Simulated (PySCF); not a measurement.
A calculated (PBE, PySCF 2.14, x2c-TZVPall, the spin-free X2C one-electron Hamiltonian (Gaussian nucleus)) atom or ion has these occupied shells.

```
shell  electrons  orbital energy (eV)  rms radius, mean of both spins (bohr)
 1s α          1              -8225.6                                 0.0624
 1s β          1              -8225.6                                 0.0624
 2s α          1              -1001.5                                  0.266
 2s β          1              -1000.3                                  0.266
 2p α          3              -864.41                                  0.238
 2p β          3              -863.55                                  0.238
 3s α          1              -131.67                                  0.796
 3s β          1              -129.21                                  0.796
 3p α          3              -92.038                                  0.847
 3p β          3              -89.623                                  0.847
 3d α          5              -29.251                                   1.11
 3d β          3              -27.591                                   1.11
```

(1) Name the element and its charge.

Results:

(1) Ni²⁺ (nickel, charge +2), in [Ar] 3d8, high-spin 3F determinant.
